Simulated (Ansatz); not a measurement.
`C[B@-]1(F)[F+][B@-](C)(F)[F+]1`, one more setting.

```yaml
crystal:
  periodic: [false, false, false]
  atoms:
    - {symbol: C, position_ang: [0.143513, -2.393571, 0.212063]}
    - {symbol: B, position_ang: [0.753561, -0.785926, 0.237335]}
    - {symbol: F, position_ang: [1.919237, -0.801857, 0.350094]}
    - {symbol: F, position_ang: [0.177622, 0.092674, -0.886790]}
    - {symbol: B, position_ang: [-0.745385, 0.969382, -0.172963]}
    - {symbol: C, position_ang: [-0.172366, 2.450315, -0.334159]}
    - {symbol: F, position_ang: [-2.022484, 0.572592, -0.372560]}
    - {symbol: F, position_ang: [-0.036057, 0.085975, 1.060044]}
    - {symbol: H, position_ang: [-1.073160, -2.375133, 0.061684]}
    - {symbol: H, position_ang: [0.597819, -2.920490, -0.509933]}
    - {symbol: H, position_ang: [0.305136, -2.898397, 1.235330]}
    - {symbol: H, position_ang: [-0.533149, 2.939325, 0.561816]}
    - {symbol: H, position_ang: [1.043594, 2.404391, 0.018509]}
    - {symbol: H, position_ang: [-0.344561, 2.791941, -0.988760]}
basis:
  gaussian: {orbitals: def2-TZVPD, fitting: {mean_field: cc-pVTZ-jkfit}}
hamiltonian: {xc: {name: PBE0-DH}}
output: {forces: true}
```

```sh
$ ansatz run in.yaml --threads 4 --pin off --events-out ev --progress --plain --max-ram 11315MiB
```

Shortened log:

```
Functional definition: PBE0-DH
  name "PBE0-DH"
  cite "Brémond & Adamo, J. Chem. Phys. 135, 024106 (2011) doi:10.1063/1.3604569"
  cite "Perdew, Burke & Ernzerhof, Phys. Rev. Lett. 77, 3865 (1996) doi:10.1103/PhysRevLett.77.3865"
  parameter a = 1/2
  parameter c = 1/8
  exchange = (1 - a)*pbe_x + a*exact_x
  correlation = (1 - c)*pbe_c + c*(mp2_os + mp2_ss)
812 factors; integrals over basis functions are off by at most 8.3e-1 eV
mean field evaluation 1: about -14368.4371 eV, gradient 7.0e1 eV
mean field evaluation 2: about -14368.4376 eV, gradient 7.0e1 eV
mean field evaluation 4: about -14377.4361 eV, gradient 4.5e0 eV
mean field evaluation 8: about -14377.4672 eV, gradient 9.4e-2 eV
mean field evaluation 16: about -14377.4672 eV, gradient 2.0e-5 eV
mean field -14377.46724215 eV, -528.3621757516 hartree, gradient 4.6e-6 eV, S^2 0.000000; 0 other end points of the search recorded, 0 dependent functions left out
8 core orbitals not correlated: weight in the atoms' cores, before any rotation towards them, 1.000 or more for the frozen orbitals, at most 0.000 for the correlated occupied ones
reference -14377.46727573 eV, -528.3621769857 hartree; 24, 24 occupied and 330, 330 virtual orbitals, 812 factors
second order -50.39833344 eV of doubles, -0.00000000 eV of singles
the calculation of the forces begins
Total energy: -14383.76706741 eV, -528.5936900598 hartree
Atom 0 at     0.143513    -2.393571     0.212063 Å, force    -4.504749     3.727960     3.755608 eV/Å
Atom 1 at     0.753561    -0.785926     0.237335 Å, force   -11.001606    -4.653290    -0.913035 eV/Å
Atom 2 at     1.919237    -0.801857     0.350094 Å, force    10.833841     1.484322     0.916946 eV/Å
Atom 3 at     0.177622     0.092674    -0.886790 Å, force     0.578838    -0.801184    -3.311827 eV/Å
Atom 4 at    -0.745385     0.969382    -0.172963 Å, force     0.284342    -0.066805    -0.963661 eV/Å
Atom 5 at    -0.172366     2.450315    -0.334159 Å, force     9.763341   -16.096816    30.979761 eV/Å
Atom 6 at    -2.022484     0.572592    -0.372560 Å, force     1.495882     0.571495     0.725274 eV/Å
Atom 7 at    -0.036057     0.085975     1.060044 Å, force    -1.193442     1.578162     2.744602 eV/Å
Atom 8 at    -1.073160    -2.375133     0.061684 Å, force     3.163043    -0.265525     0.196219 eV/Å
Atom 9 at     0.597819    -2.920490    -0.509933 Å, force     1.494034    -2.105651    -2.683941 eV/Å
Atom 10 at     0.305136    -2.898397     1.235330 Å, force    -0.096549     0.873829    -1.600362 eV/Å
Atom 11 at    -0.533149     2.939325     0.561816 Å, force    -0.469489     0.785890    -0.171263 eV/Å
Atom 12 at     1.043594     2.404391     0.018509 Å, force    -3.423055     0.105199    -1.754203 eV/Å
Atom 13 at    -0.344561     2.791941    -0.988760 Å, force    -6.924430    14.862415   -27.920119 eV/Å
Dipole moment:     0.126416     0.325158     0.007974 e Å
```

Hardware: 4 threads of an Arm Neoverse V2 on a shared host. Wall time 25 s, peak host memory 1.1 GiB.
